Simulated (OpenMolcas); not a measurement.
# Co: effect of the active space

```yaml
Program: OpenMolcas
Method: CASSCF
Basis: ANO-R2
Scalar_Hamiltonian: X2C, finite nucleus
Spin-orbit_coupling: RASSI with atomic mean-field integrals over the reference wave functions, term energies averaged over their components
```

A. 7 electrons in 5 orbitals (3d); 2S+1 = 4 even, 10 roots; 2S+1 = 2 even, 40 roots (35 in the spin-orbit step); cost roughly 11 core-seconds
B. 9 electrons in 6 orbitals (3d 4s); 2S+1 = 4 even, 20 roots; 2S+1 = 2 even, 40 roots kept (CI in the orbitals of an earlier block); cost of the order of 23 core-seconds

Energies in eV above 3d⁷ 4s² ⁴F_9/2, the measured ground level; measured values from NIST Handbook of Basic Atomic Spectroscopic Data.

```tsv
Level	A	B	Measured
3d⁷ 4s² ⁴F_9/2	0.0000	0.0000	0.0000
3d⁷ 4s² ⁴F_7/2	0.1008	0.0952	0.1012
3d⁷ 4s² ⁴F_5/2	0.1754	0.1655	0.1744
3d⁷ 4s² ⁴F_3/2	0.2268	0.2137	0.2243
3d⁷ 4s² ²G_9/2	2.3382	2.2057	
3d⁷ 4s² ⁴P_5/2	2.3453	2.2239	1.7104
3d⁷ 4s² ⁴P_3/2	2.3795	2.2557	1.7403
3d⁷ 4s² ⁴P_1/2	2.4256	2.2995	1.7853
3d⁷ 4s² ²G_7/2	2.4341	2.2976	
3d⁷ 4s² ²P_3/2	3.0915	2.9038	
3d⁷ 4s² ²H_11/2	3.1071	2.9426	
3d⁷ 4s² ²P_1/2	3.1913	2.9974	
3d⁷ 4s² ²H_9/2	3.1915	3.0224	
3d⁷ 4s² ²D_5/2	3.3644	3.1645	
3d⁷ 4s² ²D_3/2	3.5131	3.3017
```

Deviations, from unrounded energies. A percentage is the sum of absolute deviations over the sum of measured energies, with the sign that they share, or ± where signs differ.

```json
{"Against measurement": "mean absolute deviation (cm-1)", "Levels": "6", "A": "2600", "B": "2100"}
{"Against measurement": "fine structure of the ground term (%)", "Levels": "3", "A": "±0.8", "B": "-5.1"}
{"Against measurement": "other terms of the ground configuration (%)", "Levels": "3", "A": "+36.6", "B": "+29.5"}
```

B lies closest to measurement on these levels. The largest miss of B in the table is 3d⁷ 4s² ⁴P_3/2, by +4200 cm-1. The ranking rests on the paired levels alone, and a cruder setting can come out closer through cancelling errors.

The spin-orbit steps hold different terms of 3d⁷ 4s² (B lacks ²F), which shifts levels as well.

Between A and B the level of the table that moves most is 3d⁷ 4s² ²D_3/2, by 1700 cm-1 (lowest in B, highest in A).

Without dynamic correlation excited terms often stand tens of per cent too high (terms of higher spin than the ground term too low), and those without a measured partner can miss by more than the paired ones. Some high roots are left out of the spin-orbit mixing, which shifts the levels that they would mix with (holds for A). With the s shell closed, the reference lacks s² → p², s² → d² and s → d mixing, so excited terms can stand far too high and out of order, with CASPT2 too (holds for A). Terms from blocks run as CI alone lack orbitals of their own (holds for B). Measured partners are found by configuration, term and J. A level has none where our copy of the source lacks it or the pairing is in doubt (some pairs that miss far off the trend of their configuration count as doubtful), and it then counts in no deviation. Levels of configurations outside the active space are missing. The table leaves out levels that lie high or whose names do not pair safely across all columns.
